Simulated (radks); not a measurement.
The numbers below are computed, except where a source is named.
Removal energies from the tin ion Sn12+, [Kr] 4d2, by Delta-SCF beside the eigenvalue of the level emptied. Level of theory: non-relativistic Kohn-Sham, PBE, spin-polarised, spherical densities, point nucleus (a radial shooting solver on a logarithmic mesh with Libxc functionals). Open shells are filled with parallel spins first.

| removed from | final configuration | Delta-SCF (eV) | -eigenvalue (eV) |
|---|---|---|---|
| 4d | [Kr] 4d1 | 259.50 | 247.04 |
| 4p | [Ar] 3d10 4s2 4p5 4d2 | 324.46 | 311.59 |
| 4s | [Ar] 3d10 4s1 4p6 4d2 | 363.90 | 350.70 |
| 3d | [Ar] 3d9 4s2 4p6 4d2 | 763.01 | 733.56 |
